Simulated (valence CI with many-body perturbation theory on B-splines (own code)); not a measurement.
Level structure of Mg VI

Method: valence CI with perturbative core correlation (CI+MBPT): five valence electrons over a frozen Dirac-Fock core [He], radial functions for each j: 11 s, 11 p, 10 d, 8 f, 5 g, 2 h, with the one-electron correlation potential Σ1 (screened to all orders), the two-electron term Σ2, the three-electron term Σ3, Breit, model QED; selected single and double excitations, second order for the rest, scaled by the run's own slope (own B-spline code, finite nucleus).

Against 43 measured levels this calculation errs by 210 cm⁻¹ on average and by 621 at most. These come from a selection out of NIST levels in Kelleher and Podobedova, J. Phys. Chem. Ref. Data 37, 267 (2008). Levels without a partner in it may be off by more. Among the levels kept, up to 6000 cm⁻¹ of a level comes from second order outside the variational space, and about a tenth of that is noise between levels of different J, which matters for small intervals. 7 measured levels below the end of the list, from 1045620 cm⁻¹ on, found no clear computed partner, and computed levels of the same name lie up to 20570 cm⁻¹ from them.

Levels 46 to 90 of 207, with energies above the lowest level, 2s2 2p3 4S°_3/2. "Leading %" is the weight of the configuration and term that name the level; weights of strongly mixed levels are sums over their largest components and can fall short. In the jj column 3d3/2^4 stands for four electrons in 3d with j = 3/2. Lifetimes count E1, E2, E3, M1 and M2 decay at the calculated energies, and are blank where another channel may lead or the interval is too uncertain; long ones can be off by a factor of two.

```tsv
No.	Configuration	Term	J	E (eV)	Leading %	Leading jj	Lifetime
46	2s2 2p2 3d	4F	7/2	128.33	95	2s^2 2p1/2 2p3/2 3d5/2 (60 %)	1.01 ns
47	2s2 2p2 3d	4F	9/2	128.45	96	2s^2 2p3/2^2 3d5/2 (61 %)	1.27 ns
48	2s2 2p2 3d	2P	3/2	128.95	79	2s^2 2p1/2 2p3/2 3d3/2 (45 %)	11.0 ps
49	2s2 2p2 3d	4D	1/2	129.03	64	2s^2 2p1/2 2p3/2 3d3/2 (90 %)	26.8 ps
50	2s2 2p2 3d	4D	5/2	129.12	92	2s^2 2p3/2^2 3d3/2 (24 %)	103 ps
51	2s2 2p2 3d	4D	3/2	129.14	78	2s^2 2p1/2 2p3/2 3d5/2 (47 %)	43.5 ps
52	2s2 2p2 3d	4D	7/2	129.18	94	2s^2 2p1/2 2p3/2 3d5/2 (50 %)	657 ps
53	2s2 2p2 3d	2P	1/2	129.23	65	2s^2 2p3/2^2 3d5/2 (59 %)	13.1 ps
54	2s 2p3 3s	4S°	3/2	129.72	88	2s 2p1/2 2p3/2^2 3s (48 %)	20.3 ps
55	2s2 2p2 3d	2F	5/2	129.75	95	2s^2 2p1/2 2p3/2 3d5/2 (49 %)	11.9 ps
56	2s2 2p2 3d	4P	5/2	129.84	93	2s^2 2p1/2 2p3/2 3d5/2 (43 %)	3.34 ps
57	2s2 2p2 3d	4P	3/2	129.93	94	2s^2 2p3/2^2 3d3/2 (31 %)	3.28 ps
58	2s2 2p2 3d	4P	1/2	129.98	95	2s^2 2p3/2^2 3d3/2 (52 %)	3.24 ps
59	2s2 2p2 3d	2F	7/2	129.99	94	2s^2 2p3/2^2 3d5/2 (46 %)	11.7 ps
60	2s2 2p2 3p	2P°	3/2	130.62	93	2s^2 2p3/2^2 3p3/2 (62 %)	535 ps
61	2s2 2p2 3p	2P°	1/2	130.62	93	2s^2 2p3/2^2 3p1/2 (69 %)	533 ps
62	2s2 2p2 3d	2D	3/2	131.70	95	2s^2 2p1/2 2p3/2 3d5/2 (48 %)	5.22 ps
63	2s2 2p2 3d	2D	5/2	131.76	95	2s^2 2p1/2 2p3/2 3d3/2 (32 %)	5.00 ps
64	2s 2p3 3p	6P	3/2	133.68	99	2s 2p1/2 2p3/2^2 3p1/2 (44 %)	1.96 ns
65	2s 2p3 3p	6P	5/2	133.70	99	2s 2p1/2 2p3/2^2 3p3/2 (28 %)	1.93 ns
66	2s 2p3 3p	6P	7/2	133.72	99	2s 2p1/2 2p3/2^2 3p3/2 (55 %)	1.95 ns
67	2s2 2p2 3d	2G	7/2	134.14	89	2s^2 2p1/2 2p3/2 3d3/2 (47 %)	43.7 ps
68	2s2 2p2 3d	2G	9/2	134.15	97	2s^2 2p1/2 2p3/2 3d5/2 (62 %)	1.14 ns
69	2s2 2p2 3d	2F	7/2	134.34	88	2s^2 2p1/2 2p3/2 3d5/2 (50 %)	3.66 ps
70	2s2 2p2 3d	2F	5/2	134.37	94	2s^2 2p1/2 2p3/2 3d3/2 (40 %)	3.38 ps
71	2s2 2p2 3d	2D	3/2	134.74	96	2s^2 2p1/2 2p3/2 3d3/2 (45 %)	4.09 ps
72	2s2 2p2 3d	2D	5/2	134.78	94	2s^2 2p1/2 2p3/2 3d5/2 (44 %)	4.08 ps
73	2s2 2p2 3d	2P	1/2	135.64	96	2s^2 2p1/2 2p3/2 3d3/2 (38 %)	5.34 ps
74	2s2 2p2 3d	2P	3/2	135.70	96	2s^2 2p1/2 2p3/2 3d5/2 (36 %)	5.25 ps
75	2s2 2p2 3d	2S	1/2	136.31	94	2s^2 2p1/2 2p3/2 3d5/2 (36 %)	6.70 ps
76	2s 2p3 3p	4P	5/2	136.34	98	2s 2p1/2 2p3/2^2 3p3/2 (30 %)	21.8 ps
77	2s 2p3 3p	4P	3/2	136.36	97	2s 2p1/2 2p3/2^2 3p3/2 (37 %)	22.1 ps
78	2s 2p3 3p	4P	1/2	136.37	97	2s 2p1/2 2p3/2^2 3p3/2 (60 %)	22.3 ps
79	2s2 2p2 3d	2D	5/2	140.05	93	2s^2 2p3/2^2 3d5/2 (62 %)	8.69 ps
80	2s2 2p2 3d	2D	3/2	140.10	93	2s^2 2p3/2^2 3d3/2 (67 %)	8.12 ps
81	2s 2p3 3s	4D°	7/2	140.24	96	2s 2p1/2 2p3/2^2 3s (96 %)	31.1 ps
82	2s 2p3 3s	4D°	5/2	140.26	96	2s 2p1/2 2p3/2^2 3s (72 %)	31.2 ps
83	2s 2p3 3s	4D°	3/2	140.27	96	2s 2p1/2 2p3/2^2 3s (54 %)	31.2 ps
84	2s 2p3 3s	4D°	1/2	140.27	96	2s 2p1/2 2p3/2^2 3s (43 %)	31.1 ps
85	2s 2p3 3s	2D°	5/2	142.77	95	2s 2p1/2 2p3/2^2 3s (87 %)	24.1 ps
86	2s 2p3 3s	2D°	3/2	142.79	95	2s 2p1/2 2p3/2^2 3s (54 %)	24.0 ps
87	2s 2p3 3d	6D°	9/2	142.90	98	2s 2p1/2 2p3/2^2 3d5/2 (55 %)	1.30 ns
88	2s 2p3 3d	6D°	7/2	142.90	98	2s 2p1/2 2p3/2^2 3d5/2 (35 %)	1.29 ns
89	2s 2p3 3d	6D°	1/2	142.91	98	2s 2p1/2 2p3/2^2 3d3/2 (52 %)	1.26 ns
90	2s 2p3 3d	6D°	5/2	142.91	98	2s 2p1/2 2p3/2^2 3d3/2 (35 %)	1.27 ns
```

Names give the largest LS component (configuration and term), which can be under half, so a name can repeat, a term be missing and a line seem to break the LS rules; names also repeat where a configuration has a term twice.

Where two levels of one J and parity lie close, their mixing, g and order are uncertain.
